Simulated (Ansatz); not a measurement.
Ansatz (a program for electronic structure) job for HfI₃, SMILES [I][Hf+]([I])[I], charge +1, multiplicity 1, B3LYP-D3(BJ)/def2-SVP. 

Ansatz 0.2 input:
```yaml
crystal:
  periodic: [false, false, false]
  atoms:
    - {symbol: Hf, position_ang: [0.00000000, 0.00000000, 0.00668063]}
    - {symbol: I, position_ang: [2.37333721, -1.37024687, -0.00302519]}
    - {symbol: I, position_ang: [-2.37333721, -1.37024688, -0.00302519]}
    - {symbol: I, position_ang: [-0.00000000, 2.74049375, -0.00302519]}
basis:
  gaussian:
    orbitals: def2-SVP
hamiltonian:
  xc: b3lyp
  dispersion: d3bj
total_charge: 1
relax: {f_tol: 0.002, max_steps: 200}
```

Program output:

```
WARN ansatz: RAYON_NUM_THREADS=1 ignored (pool sized by the plan → 1); use --threads N
Functional definition: B3LYP
integrals: 0.08 GiB planned
1457 factors; integrals over basis functions are off by at most 3.5e-4 eV
mean field: 0.74 GiB planned
mean field evaluation 1: about -25611.2497 eV, gradient 2.7e1 eV
mean field evaluation 2: about -25502.3097 eV, gradient 2.0e2 eV
mean field evaluation 4: about -25613.8222 eV, gradient 5.4e0 eV
mean field evaluation 8: about -25613.9737 eV, gradient 5.0e-2 eV
mean field evaluation 16: about -25613.9737 eV, gradient 6.1e-5 eV
mean field -25613.97368016 eV, -941.2961709708 hartree, gradient 6.1e-5 eV, S^2 0.000000; 0 other end points of the search recorded, 0 dependent functions left out
the calculation of the forces begins
reference -25613.97394011 eV, -941.2961805239 hartree; 43, 43 occupied and 67, 67 virtual orbitals, 1457 factors
relax step   1: F+E_penalty+E_count = -25614.35129347 eV  Δ(F+E_penalty+E_count) = +0.000e0 eV  max|allowed force component| = 1.139e0 eV/Å  Δτ_max = 0.0000 Å  (30 SCF iters, accepted)
these checks for a lower state are left out or cut short: starts, cluster_reference, orbital_swaps, neighbouring_geometries, increment
integrals: 0.08 GiB planned
1457 factors; integrals over basis functions are off by at most 3.2e-4 eV
mean field: 0.75 GiB planned
mean field -25613.98185756 eV, -941.2964714850 hartree, gradient 9.8e-6 eV, S^2 0.000000; 0 other end points of the search recorded, 0 dependent functions left out
the calculation of the forces begins
reference -25613.98211227 eV, -941.2964808454 hartree; 43, 43 occupied and 67, 67 virtual orbitals, 1457 factors
relax step   2: F+E_penalty+E_count = -25614.39624934 eV  Δ(F+E_penalty+E_count) = -4.496e-2 eV  max|allowed force component| = 1.191e0 eV/Å  Δτ_max = 0.1655 Å  (38 SCF iters, accepted)
these checks for a lower state are left out or cut short: starts, cluster_reference, orbital_swaps, neighbouring_geometries, increment
integrals: 0.08 GiB planned
1457 factors; integrals over basis functions are off by at most 3.2e-4 eV
mean field: 0.74 GiB planned
mean field evaluation 32: about -25614.1223 eV, gradient 9.1e-6 eV
mean field -25614.12227496 eV, -941.3016317290 hartree, gradient 1.6e-5 eV, S^2 0.000000; 0 other end points of the search recorded, 0 dependent functions left out
the calculation of the forces begins
reference -25614.12253234 eV, -941.3016411877 hartree; 43, 43 occupied and 67, 67 virtual orbitals, 1457 factors
relax step   3: F+E_penalty+E_count = -25614.51667927 eV  Δ(F+E_penalty+E_count) = -1.204e-1 eV  max|allowed force component| = 1.743e-1 eV/Å  Δτ_max = 0.0846 Å  (33 SCF iters, accepted)
these checks for a lower state are left out or cut short: starts, cluster_reference, orbital_swaps, neighbouring_geometries, increment
integrals: 0.08 GiB planned
1457 factors; integrals over basis functions are off by at most 3.2e-4 eV
mean field: 0.74 GiB planned
mean field -25614.12314702 eV, -941.3016637766 hartree, gradient 9.3e-6 eV, S^2 0.000000; 0 other end points of the search recorded, 0 dependent functions left out
the calculation of the forces begins
reference -25614.12340406 eV, -941.3016732228 hartree; 43, 43 occupied and 67, 67 virtual orbitals, 1457 factors
relax step   4: F+E_penalty+E_count = -25614.51999130 eV  Δ(F+E_penalty+E_count) = -3.312e-3 eV  max|allowed force component| = 2.253e-2 eV/Å  Δτ_max = 0.0110 Å  (34 SCF iters, accepted)
these checks for a lower state are left out or cut short: starts, cluster_reference, orbital_swaps, neighbouring_geometries, increment
integrals: 0.08 GiB planned
1457 factors; integrals over basis functions are off by at most 3.2e-4 eV
mean field: 0.74 GiB planned
mean field -25614.12349455 eV, -941.3016765483 hartree, gradient 1.5e-5 eV, S^2 0.000000; 0 other end points of the search recorded, 0 dependent functions left out
the calculation of the forces begins
reference -25614.12375152 eV, -941.3016859918 hartree; 43, 43 occupied and 67, 67 virtual orbitals, 1457 factors
relax step   5: F+E_penalty+E_count = -25614.52089846 eV  Δ(F+E_penalty+E_count) = -9.072e-4 eV  max|allowed force component| = 4.510e-2 eV/Å  Δτ_max = 0.0197 Å  (34 SCF iters, accepted)
these checks for a lower state are left out or cut short: starts, cluster_reference, orbital_swaps, neighbouring_geometries, increment
integrals: 0.08 GiB planned
1457 factors; integrals over basis functions are off by at most 3.1e-4 eV
mean field: 0.74 GiB planned
mean field -25614.16016653 eV, -941.3030242187 hartree, gradient 1.9e-5 eV, S^2 0.000000; 0 other end points of the search recorded, 0 dependent functions left out
the calculation of the forces begins
reference -25614.16042341 eV, -941.3030336589 hartree; 43, 43 occupied and 67, 67 virtual orbitals, 1457 factors
relax step   6: F+E_penalty+E_count = -25614.56066434 eV  Δ(F+E_penalty+E_count) = -3.977e-2 eV  max|allowed force component| = 2.060e-1 eV/Å  Δτ_max = 0.1991 Å  (38 SCF iters, accepted)
these checks for a lower state are left out or cut short: starts, cluster_reference, orbital_swaps, neighbouring_geometries, increment
integrals: 0.08 GiB planned
1457 factors; integrals over basis functions are off by at most 3.0e-4 eV
mean field: 0.74 GiB planned
mean field evaluation 64: about -25614.2269 eV, gradient 1.5e-3 eV
mean field -25614.22694523 eV, -941.3054782908 hartree, gradient 1.4e-5 eV, S^2 0.000000; 0 other end points of the search recorded, 0 dependent functions left out
the calculation of the forces begins
reference -25614.22720143 eV, -941.3054877057 hartree; 43, 43 occupied and 67, 67 virtual orbitals, 1457 factors
relax step   7: F+E_penalty+E_count = -25614.63924784 eV  Δ(F+E_penalty+E_count) = -7.858e-2 eV  max|allowed force component| = 2.109e-1 eV/Å  Δτ_max = 0.2000 Å  (38 SCF iters, accepted)
these checks for a lower state are left out or cut short: starts, cluster_reference, orbital_swaps, neighbouring_geometries, increment
integrals: 0.08 GiB planned
1457 factors; integrals over basis functions are off by at most 2.9e-4 eV
mean field: 0.74 GiB planned
mean field -25614.27130275 eV, -941.3071083995 hartree, gradient 1.8e-5 eV, S^2 0.000000; 0 other end points of the search recorded, 0 dependent functions left out
the calculation of the forces begins
reference -25614.27155771 eV, -941.3071177689 hartree; 43, 43 occupied and 67, 67 virtual orbitals, 1457 factors
relax step   8: F+E_penalty+E_count = -25614.70365675 eV  Δ(F+E_penalty+E_count) = -6.441e-2 eV  max|allowed force component| = 1.247e-1 eV/Å  Δτ_max = 0.2000 Å  (39 SCF iters, accepted)
these checks for a lower state are left out or cut short: starts, cluster_reference, orbital_swaps, neighbouring_geometries, increment
integrals: 0.08 GiB planned
1457 factors; integrals over basis functions are off by at most 2.7e-4 eV
mean field: 0.75 GiB planned
mean field -25614.24393983 eV, -941.3061028306 hartree, gradient 1.5e-5 eV, S^2 0.000000; 0 other end points of the search recorded, 0 dependent functions left out
the calculation of the forces begins
reference -25614.24419392 eV, -941.3061121684 hartree; 43, 43 occupied and 67, 67 virtual orbitals, 1457 factors
relax step   9: F+E_penalty+E_count = -25614.69598534 eV  Δ(F+E_penalty+E_count) = +7.671e-3 eV  max|allowed force component| = 2.629e-1 eV/Å  Δτ_max = 0.1376 Å  (39 SCF iters, rejected (line search))
these checks for a lower state are left out or cut short: starts, cluster_reference, orbital_swaps, neighbouring_geometries, increment
integrals: 0.08 GiB planned
1457 factors; integrals over basis functions are off by at most 2.8e-4 eV
mean field: 0.75 GiB planned
mean field -25614.26950894 eV, -941.3070424779 hartree, gradient 1.5e-5 eV, S^2 0.000000; 0 other end points of the search recorded, 0 dependent functions left out
the calculation of the forces begins
reference -25614.26976338 eV, -941.3070518285 hartree; 43, 43 occupied and 67, 67 virtual orbitals, 1457 factors
relax step  10: F+E_penalty+E_count = -25614.70977683 eV  Δ(F+E_penalty+E_count) = -6.120e-3 eV  max|allowed force component| = 1.542e-2 eV/Å  Δτ_max = 0.0475 Å  (33 SCF iters, accepted)
these checks for a lower state are left out or cut short: starts, cluster_reference, orbital_swaps, neighbouring_geometries, increment
integrals: 0.08 GiB planned
1457 factors; integrals over basis functions are off by at most 2.8e-4 eV
mean field: 0.75 GiB planned
mean field evaluation 96: about -25614.2086 eV, gradient 1.5e-2 eV
mean field -25614.26768745 eV, -941.3069755395 hartree, gradient 1.7e-5 eV, S^2 0.000000; 0 other end points of the search recorded, 0 dependent functions left out
the calculation of the forces begins
reference -25614.26794180 eV, -941.3069848868 hartree; 43, 43 occupied and 67, 67 virtual orbitals, 1457 factors
relax step  11: F+E_penalty+E_count = -25614.70981453 eV  Δ(F+E_penalty+E_count) = -3.770e-5 eV  max|allowed force component| = 1.588e-2 eV/Å  Δτ_max = 0.0125 Å  (34 SCF iters, accepted)
these checks for a lower state are left out or cut short: starts, cluster_reference, orbital_swaps, neighbouring_geometries, increment
integrals: 0.08 GiB planned
1457 factors; integrals over basis functions are off by at most 2.8e-4 eV
mean field: 0.75 GiB planned
mean field -25614.26844265 eV, -941.3070032928 hartree, gradient 1.2e-5 eV, S^2 0.000000; 0 other end points of the search recorded, 0 dependent functions left out
the calculation of the forces begins
reference -25614.26869703 eV, -941.3070126408 hartree; 43, 43 occupied and 67, 67 virtual orbitals, 1457 factors
relax step  12: F+E_penalty+E_count = -25614.70987845 eV  Δ(F+E_penalty+E_count) = -6.392e-5 eV  max|allowed force component| = 4.979e-4 eV/Å  Δτ_max = 0.0057 Å  (35 SCF iters, accepted)
integrals: 0.08 GiB planned
1457 factors; integrals over basis functions are off by at most 2.8e-4 eV
mean field: 0.75 GiB planned
mean field evaluation 128: about -25614.2684 eV, gradient 1.6e-5 eV
mean field -25614.26844265 eV, -941.3070032928 hartree, gradient 1.2e-5 eV, S^2 0.000000; 1 other end points of the search recorded, 0 dependent functions left out
the calculation of the forces begins
reference -25614.26869703 eV, -941.3070126408 hartree; 43, 43 occupied and 67, 67 virtual orbitals, 1457 factors
Total energy: -25614.71013282 eV, -941.3232351072 hartree
Atom 0 at     0.000119    -0.000069     0.689266 Å, force    -0.000196     0.000113    -0.000425 eV/Å
Atom 1 at     2.139088    -1.235003    -0.230979 Å, force     0.000498    -0.000287     0.000086 eV/Å
Atom 2 at    -2.139156    -1.234983    -0.230341 Å, force    -0.000294    -0.000160     0.000170 eV/Å
Atom 3 at    -0.000051     2.470055    -0.230341 Å, force    -0.000008     0.000334     0.000170 eV/Å
Dipole moment:     0.000131    -0.000075     0.722918 e Å
```

Self-consistency was reached.

Cost: very roughly 100 core-seconds.
